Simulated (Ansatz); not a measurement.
`CN(C)c1ccc(F)c(C#N)c1N(C)C`. Charge 0, multiplicity 3. Geometry r2SCAN-D4/def2-SVP, that of the neutral singlet.

```xyz
29

C     0.728    1.197    1.930
N     0.501    1.568    0.540
C     1.043    2.868    0.220
C     0.655    0.545   -0.417
C     1.618    0.648   -1.432
C     1.832   -0.356   -2.382
C     1.050   -1.493   -2.316
F     1.213   -2.470   -3.213
C     0.033   -1.636   -1.352
C    -0.848   -2.746   -1.502
N    -1.572   -3.646   -1.663
C    -0.183   -0.623   -0.370
N    -1.156   -0.764    0.610
C    -1.489   -2.047    1.198
C    -2.167    0.262    0.785
H     0.256    0.231    2.146
H     1.811    1.121    2.165
H     0.286    1.960    2.592
H     0.742    3.169   -0.795
H     2.153    2.918    0.284
H     0.641    3.605    0.932
H     2.266    1.526   -1.456
H     2.605   -0.271   -3.148
H    -1.717   -1.890    2.268
H    -0.634   -2.732    1.127
H    -2.363   -2.537    0.731
H    -1.786    1.229    0.434
H    -3.091    0.009    0.229
H    -2.427    0.358    1.853
```

At PBE0-D4/def2-SVP a singlet of charge 0 lies 3.07 eV below the triplet at the same geometry.

Question: Estimate the α-spin orbital energies around the gap (eV) in Ansatz with PBE-D4/def2-SVP, PBE0-D4/def2-SVP.

Answer: 
```
orbital  PBE-D4/def2-SVP  PBE0-D4/def2-SVP
 HOMO−5            -7.20             -8.86
 HOMO−4            -7.01             -8.55
 HOMO−3            -6.61             -8.08
 HOMO−2            -5.57             -7.06
 HOMO−1            -5.32             -6.58
   HOMO            -1.82             -2.82
   LUMO            -1.12             -0.34
 LUMO+1             0.23              1.11
 LUMO+2             0.55              1.53
 LUMO+3             0.83              1.74
 LUMO+4             1.27              2.19
 LUMO+5             1.32              2.23
 β HOMO            -5.05             -6.03
 β LUMO            -4.72             -4.17
```
